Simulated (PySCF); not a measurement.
**Broadened absorption spectrum of C7H7FSi**

C₇H₇FSi.
Bonds: C1–C2, C2–C3 (triple), C3–C4, C4–C5 (double), C5–F6, C5–C7, C7–C8 (double), C8–Si9, C4–Si9. Hydrogens: H10, H11, H12 on C1; H13 on C7; H14 on C8; H15, H16 on Si9.

Theory: TDDFT PBE0/def2-SVPD, vertical, gas phase, core orbitals frozen in the response in PySCF. Geometry: GFN2-xTB; no solvent, vibrations or thermal averaging. GFN2-xTB frequencies show an imaginary mode (37i cm⁻¹), so this geometry is no minimum at that level.

Computed states:

```csv
state,E (eV),f
S1,3.65,0.202
S2,4.03,0.0002
S3,5.25,0.0005
S4,5.74,0.010
S5,5.78,0.0025
S6,5.89,0.0027
S7,6.00,0.0015
S8,6.04,0.042
```

Each state is given a Gaussian of 0.3 eV full width at half maximum, with ε(max) = 2.175×10⁸ f / Δν̃ (Δν̃ the width in cm⁻¹). The cross-section is σ = 3.8235×10⁻²¹ ε cm², given in Mb (10⁻¹⁸ cm²). The width is an assumption, not a result. The curve ends short of the highest state used, and states not computed would add to its high-energy end.

Task: Give the broadened spectrum and its maxima.

Result: 
(λ (nm), σ (Mb)): (228.1, 0.30), (231.0, 0.18), (233.9, 0.18), (236.7, 0.18), (239.6, 0.15), (242.5, 0.10), (245.4, 0.05), (248.3, 0.02), (251.2, 0.01), (254.1, 0.00), (257.0, 0.00), (259.9, 0.00), (262.8, 0.00), (265.7, 0.00), (268.6, 0.00), (271.5, 0.00), (274.4, 0.00), (277.3, 0.00), (280.2, 0.00), (283.1, 0.00), (286.0, 0.00), (288.9, 0.01), (291.8, 0.02), (294.7, 0.04), (297.6, 0.07), (300.5, 0.13), (303.4, 0.27), (306.3, 0.61), (309.2, 1.37), (312.1, 2.89), (315.0, 5.66), (317.9, 10.16), (320.8, 16.79), (323.7, 25.55), (326.6, 35.94), (329.5, 46.88), (332.4, 56.95), (335.3, 64.62), (338.2, 68.74), (341.1, 68.77), (344.0, 64.90), (346.9, 57.94), (349.8, 49.08), (352.7, 39.54), (355.6, 30.38), (358.4, 22.56), (361.3, 15.90), (364.2, 10.75), (367.1, 7.00), (370.0, 4.39), (372.9, 2.66), (375.8, 1.56), (378.7, 0.88), (381.6, 0.49), (384.5, 0.26), (387.4, 0.14)

Maxima: 340 nm (3.65 eV), ε about 18000, made up of S1 (100%); 236 nm (5.26 eV), ε about 48, made up of S3 (98%) (ε in L mol⁻¹ cm⁻¹; maxima over ε = 5, shares over 10%). At its high-energy end, 5.44 eV, the curve is still rising (ε about 82, from S3 and S4).

Task: What would ε be at 3.65 eV, the highest of these maxima, with half the width (0.15 eV)?

Result: About 36200 L mol⁻¹ cm⁻¹ against 18100, a factor of about 2.00; a lone state at its own centre would give exactly 2.

Task: Coming from long wavelengths, where does ε first pass 100 L mol⁻¹ cm⁻¹?

Result: At about 383 nm (3.24 eV), 0.41 eV below S1.

Task: On this curve, what absorbance would a 10⁻⁵ mol/L sample give at 308 nm over a 1 cm path?

Result: 308 nm is 4.025 eV, where ε is about 260 L mol⁻¹ cm⁻¹, so A = ε c l ≈ 0.0026 (Beer–Lambert, with the gas-phase spectrum and the assumed width).
